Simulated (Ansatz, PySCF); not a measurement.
Isomers of CH7NSi: 1 is [SiH2](C)N, 2 is CN[SiH3]; one conformer of each (the lowest of an xTB search), B3LYP-D3(BJ)/def2-TZVP minima.
Isomer 1 (charge 0, multiplicity 1, Z-matrix in Å and degrees):
```
Si
N 1 1.7277
H 2 1.0081 1 119.70
H 2 1.0086 3 110.49 1 146.21
H 1 1.4835 2 106.20 3 -39.99
H 1 1.4915 5 107.11 2 -122.91
C 1 1.8693 5 111.74 6 -117.86
H 7 1.0911 1 111.02 5 -57.69
H 7 1.0923 8 108.51 1 -121.91
H 7 1.0929 8 108.06 9 -116.28
```
Isomer 2 (charge 0, multiplicity 1, Z-matrix in Å and degrees):
```
N
H 1 1.0081
C 1 1.4558 2 113.51
H 3 1.0921 1 109.44 2 169.37
H 3 1.0923 4 107.16 1 120.13
H 3 1.0971 4 107.53 5 116.04
Si 1 1.7194 2 117.78 3 -155.34
H 7 1.4811 1 107.38 2 -32.06
H 7 1.4832 8 110.95 1 118.63
H 7 1.4910 8 108.11 9 116.52
```

No zero-point or thermal terms.

Rows in 6-31G* carry no dispersion term and start afresh at each structure (6-31G* with six Cartesian d functions).

Codes used: Ansatz (Gaussian orbitals); PySCF for 6-31G* rows, the dispersion terms. Values without a source in brackets are computed.

Task: One of these levels gives 0.841 eV for the electronic energy of isomer 2 less that of isomer 1. Name it.
A) r2SCAN-D3(BJ)/def2-TZVPP
B) B3LYP/6-31G*
C) revPBE-D4/def2-TZVPP

Result: C, revPBE-D4/def2-TZVPP. The others give 0.922 (r2SCAN-D3(BJ)/def2-TZVPP), 0.659 (B3LYP/6-31G*)

Ansatz is a first-principles code.
